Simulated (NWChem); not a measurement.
System: BeHBr; SMILES [BeH][Br]

The following NWChem deck was run.

```
start job
memory heap 200 mb stack 900 mb global 1100 mb
geometry units angstroms noautosym nocenter noautoz
  Be     0.000000     0.000000    -1.653148
  H      0.000000     0.000000    -2.976636
  Br     0.000000     0.000000     0.306908
end
basis spherical
  * library def2-svpd
end
dft
  xc b3lyp
  iterations 150
end
property
  response 1 0.0773
end
task dft property
```

Excerpt of the output:

```
             Northwest Computational Chemistry Package (NWChem) 7.3.0
             --------------------------------------------------------

                             Geometry "geometry" -> ""
                             -------------------------

 Output coordinates in angstroms (scale by  1.889725989 to convert to a.u.)

  No.       Tag          Charge          X              Y              Z
 ---- ---------------- ---------- -------------- -------------- --------------
    1 Be                   4.0000     0.00000000     0.00000000    -1.65314800
    2 H                    1.0000     0.00000000     0.00000000    -2.97663600
    3 Br                  35.0000     0.00000000     0.00000000     0.30690800

 Effective nuclear repulsion energy (a.u.)      45.0372501241

                              NWChem Property Module
                              ----------------------

                                 NWChem DFT Module
                                 -----------------

 Summary of "ao basis" -> "ao basis" (spherical)
 ------------------------------------------------------------------------------
       Tag                 Description            Shells   Functions and Types
 ---------------- ------------------------------  ------  ---------------------
 Be                        def2-svpd                 6       12   3s3p
 H                         def2-svpd                 4        8   2s2p
 Br                        def2-svpd                15       41   6s5p4d

            General Information
            -------------------
          SCF calculation type: DFT
          Wavefunction type:  closed shell.
          No. of atoms     :     3
          No. of electrons :    40
           Alpha electrons :    20
            Beta electrons :    20
          Charge           :     0
          Spin multiplicity:     1
          Use of symmetry is: off; symmetry adaption is: off
          Maximum number of iterations: 150
          AO basis - number of functions:    61
                     number of shells:    25
          Convergence on energy requested:  1.00D-06
          Convergence on density requested:  1.00D-05
          Convergence on gradient requested:  5.00D-04

              XC Information
              --------------
                         B3LYP Method XC Potential
                     Hartree-Fock (Exact) Exchange  0.200
                        Slater Exchange Functional  0.800 local
                    Becke 1988 Exchange Functional  0.720 non-local
              Lee-Yang-Parr Correlation Functional  0.810
                  VWN I RPA Correlation Functional  0.190 local

             Grid Information
             ----------------
          Grid used for XC integration:  medium
          Radial quadrature: Mura-Knowles
          Angular quadrature: Lebedev.
          Tag              B.-S. Rad. Rad. Pts. Rad. Cut. Ang. Pts.
          ---              ---------- --------- --------- ---------
          Be                  1.05       49          12.0       434
          H                   0.35       45          12.0       434
          Br                  1.15      112          12.0       590
          Grid pruning is: on
          Number of quadrature shells:   206
          Spatial weights used:  Erf1

      Superposition of Atomic Density Guess
      -------------------------------------

 Sum of atomic energies:       -2587.14129609

      Non-variational initial energy
      ------------------------------

 Total energy =   -2587.487084
 1-e energy   =   -3690.120349
 2-e energy   =    1057.596015
 HOMO         =      -0.422431
 LUMO         =       0.034766

   convergence    iter        energy       DeltaE   RMS-Dens  Diis-err
 ---------------- ----- ----------------- --------- --------- ---------
 d= 0,ls=0.0,diis     1  -2589.2368533254 -2.63D+03  1.41D-02  2.28D-01
 d= 0,ls=0.0,diis     2  -2589.2474357732 -1.06D-02  6.70D-03  1.51D-01
 d= 0,ls=0.0,diis     3  -2589.2644148037 -1.70D-02  1.80D-03  1.17D-02
 d= 0,ls=0.0,diis     4  -2589.2660464983 -1.63D-03  3.03D-04  1.36D-04
 d= 0,ls=0.0,diis     5  -2589.2660666679 -2.02D-05  4.77D-05  9.94D-06
  Resetting Diis
 d= 0,ls=0.0,diis     6  -2589.2660680840 -1.42D-06  8.25D-06  1.35D-07
 d= 0,ls=0.0,diis     7  -2589.2660681079 -2.39D-08  2.74D-06  3.32D-09

         Total DFT energy =    -2589.266068107903
      One electron energy =    -3691.259592306466
           Coulomb energy =     1151.561623610463
    Exchange-Corr. energy =      -94.605349535999
 Nuclear repulsion energy =       45.037250124099

 Numeric. integr. density =       39.999998962152

                       DFT Final Molecular Orbital Analysis
                       ------------------------------------

 Vector   18  Occ=2.000000D+00  E=-3.444289D-01
              MO Center= -2.3D-10,  6.5D-10, -2.5D+00, r^2= 1.7D+00
   Bfn.  Coefficient  Atom+Function         Bfn.  Coefficient  Atom+Function
  ----- ------------  ---------------      ----- ------------  ---------------
    13      0.424882  2 H  s                  6      0.388932  1 Be pz
     2      0.373461  1 Be s                  9     -0.190305  1 Be pz
    35      0.165493  3 Br pz                 1     -0.127592  1 Be s
    25      0.110148  3 Br s                 32     -0.105724  3 Br pz
    26      0.094419  3 Br s                 20     -0.091318  2 H  pz

 Vector   19  Occ=2.000000D+00  E=-3.222893D-01
              MO Center=  3.6D-09, -3.4D-09,  1.7D-01, r^2= 1.7D+00
   Bfn.  Coefficient  Atom+Function         Bfn.  Coefficient  Atom+Function
  ----- ------------  ---------------      ----- ------------  ---------------
    36      0.409636  3 Br px                33      0.386422  3 Br px
    37     -0.373759  3 Br py                34     -0.352578  3 Br py
    30     -0.255104  3 Br px                31      0.232761  3 Br py
     4     -0.094177  1 Be px                 5      0.085929  1 Be py
    27      0.082891  3 Br px                28     -0.075631  3 Br py

 Vector   20  Occ=2.000000D+00  E=-3.222893D-01
              MO Center=  3.4D-10,  1.9D-10,  1.7D-01, r^2= 1.7D+00
   Bfn.  Coefficient  Atom+Function         Bfn.  Coefficient  Atom+Function
  ----- ------------  ---------------      ----- ------------  ---------------
    37      0.409636  3 Br py                34      0.386422  3 Br py
    36      0.373759  3 Br px                33      0.352578  3 Br px
    31     -0.255104  3 Br py                30     -0.232761  3 Br px
     5     -0.094177  1 Be py                 4     -0.085929  1 Be px
    28      0.082891  3 Br py                27      0.075631  3 Br px

 Vector   21  Occ=0.000000D+00  E=-3.824734D-02
              MO Center= -1.3D-09, -7.1D-10, -1.7D+00, r^2= 4.5D+00
   Bfn.  Coefficient  Atom+Function         Bfn.  Coefficient  Atom+Function
  ----- ------------  ---------------      ----- ------------  ---------------
     4      0.426896  1 Be px                 5      0.312815  1 Be py
    10     -0.313114  1 Be px                 7     -0.241721  1 Be px
    11     -0.229439  1 Be py                36      0.188316  3 Br px
    39      0.179791  3 Br px                 8     -0.177125  1 Be py
    33      0.139455  3 Br px                37      0.137992  3 Br py

 Vector   22  Occ=0.000000D+00  E=-3.824734D-02
              MO Center= -7.1D-09,  9.7D-09, -1.7D+00, r^2= 4.5D+00
   Bfn.  Coefficient  Atom+Function         Bfn.  Coefficient  Atom+Function
  ----- ------------  ---------------      ----- ------------  ---------------
     5      0.426896  1 Be py                 4     -0.312815  1 Be px
    11     -0.313114  1 Be py                 8     -0.241721  1 Be py
    10      0.229439  1 Be px                37      0.188316  3 Br py
    40      0.179791  3 Br py                 7      0.177125  1 Be px
    34      0.139455  3 Br py                36     -0.137992  3 Br px

 Vector   23  Occ=0.000000D+00  E=-5.284855D-03
              MO Center=  9.2D-09, -6.1D-09, -1.8D-01, r^2= 8.7D+00
   Bfn.  Coefficient  Atom+Function         Bfn.  Coefficient  Atom+Function
  ----- ------------  ---------------      ----- ------------  ---------------
     3      2.150410  1 Be s                 26     -0.885029  3 Br s
    41      0.744344  3 Br pz                12      0.582064  1 Be pz
    14     -0.456905  2 H  s                 25     -0.439986  3 Br s
    24     -0.342853  3 Br s                 38      0.256399  3 Br pz
     2      0.240218  1 Be s                  9      0.233297  1 Be pz

     Multipole analysis of the density
     ---------------------------------

     L   x y z        total         alpha         beta         nuclear
     -   - - -        -----         -----         ----         -------
     0   0 0 0     -0.000000    -20.000000    -20.000000     40.000000

     1   1 0 0     -0.000000     -0.000000     -0.000000      0.000000
     1   0 1 0      0.000000      0.000000      0.000000      0.000000
     1   0 0 1     -0.104797     -1.141402     -1.141402      2.178007

     2   2 0 0    -18.320835     -9.160417     -9.160417      0.000000
     2   1 1 0     -0.000000     -0.000000     -0.000000      0.000000
     2   1 0 1     -0.000000     -0.000000     -0.000000      0.000000
     2   0 2 0    -18.320835     -9.160417     -9.160417      0.000000
     2   0 1 1      0.000000      0.000000      0.000000      0.000000
     2   0 0 2    -20.598377    -51.524793    -51.524793     82.451209

 *** CALLING NEW AORESP DRIVER FOR CLOSED AND OPEN SHELLS ***
 Entering AOResponse driver routine

--------------------------------------------------------------------------------

          -----------------------------------------------
          Solving response equations for perturbing field
          -----------------------------------------------

 number of frequencies:     1
 frequency in a.u.:  0.7730000E-01
 Perturbing field: electric
 Using El. Dipole Length Gauge

 Setting up CPKS with frequency omega =      0.07730000 a.u.

                            NWChem Dynamic CPHF Module
                            --------------------------

    scftype = RHF
    nclosed =   20
      nopen =    0
  variables =     1640
  num. vecs =        3
  tolerance =   1.0D-04
  max. iter =   50

 SCF residual:    9.4748482785647311E-005

Iterative solution of linear equations
  No. of variables     1640
  No. of equations        3
  Maximum subspace       30
       Convergence  1.0D-04

   iter   nsub   residual    time
   ----  ------  --------  ---------
     1      3    4.28D+00       4.5
     2      6    1.45D+00       6.7
     3      9    4.28D-01       8.8
     4     12    1.14D-01      11.0
     5     15    5.05D-03      13.2
     6     18    2.27D-03      15.4
     7     21    1.16D-03      17.6
     8     24    8.23D-05      19.8

 Electric Dipole Response Matrix (nonzero elements):

              1        2        3
    1   35.6358  -0.0000   0.0000
    2   -0.0000  35.6358  -0.0000
    3    0.0000  -0.0000  48.9357

 ------------------------------------------
 average:        40.06909 + I       0.00000

 DFT Linear Response polarizability / au
 Frequency  =       0.0773000 / au
 Wavelength =     589.4353558 / nm
              X              Y              Z
 -----------------------------------------------
 X      35.6358033     -0.0000000      0.0000000
 Y      -0.0000000     35.6358033     -0.0000000
 Z       0.0000000     -0.0000000     48.9356647
 -----------------------------------------------
 Eigenvalues =      35.6358033     35.6358033     48.9356647
 Isotropic   =      40.0690904
 Anisotropic =      13.2998615
 -----------------------------------------------

 Magnetic Dipole Response Matrix (nonzero elements):

 Exiting AOResponse driver routine
```

Level: B3LYP/def2-SVPD. The geometry was optimised at B3LYP/6-31G* (spherical d).
